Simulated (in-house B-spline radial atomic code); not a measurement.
Configurations of Cr II (Cr+), with energies counted from [Ar] 3d5. All numbers are computed (scalar-relativistic (X2C) TPSSh, spin-polarised, spherical fractional occupations, exact exchange averaged over the configuration; Fermi nucleus of rms radius 3.6452 fm) with an all-electron radial atomic-structure program (B-spline basis), not measured. Shells without spins written out take the highest spin.

Occupations are held fixed; configurations that lie above the ionisation limit could autoionise.

```json
{"configuration": "[Ar] 3d4 4f1", "E - E(ref) (eV)": "13.4", "highest orbital": "4f up", "its <r> (bohr)": "8.669"}
{"configuration": "[Ne] 3s2 3p5 3d5 4s1", "E - E(ref) (eV)": "40.191", "highest orbital": "4s up", "its <r> (bohr)": "2.826"}
{"configuration": "[Ne] 3s2 3p5 3d6", "E - E(ref) (eV)": "42.732", "highest orbital": "3d down", "its <r> (bohr)": "1.538"}
{"configuration": "[Ne] 3s2 3p5 3d5 4d1", "E - E(ref) (eV)": "49.818", "highest orbital": "4d up", "its <r> (bohr)": "5.736"}
```

**Question.** Order these further configurations by energy, lowest first.
A. [Ne] 3s2 3p5 3d5 4f1
B. [Ar] 3d4 4p1
C. [Ar] 3d4 4s1
D. [Ne] 3s2 3p5 3d5 4p1

**Answer.** C (1.7278 eV), B (6.3461 eV), D (44.908 eV), A (52.089 eV).
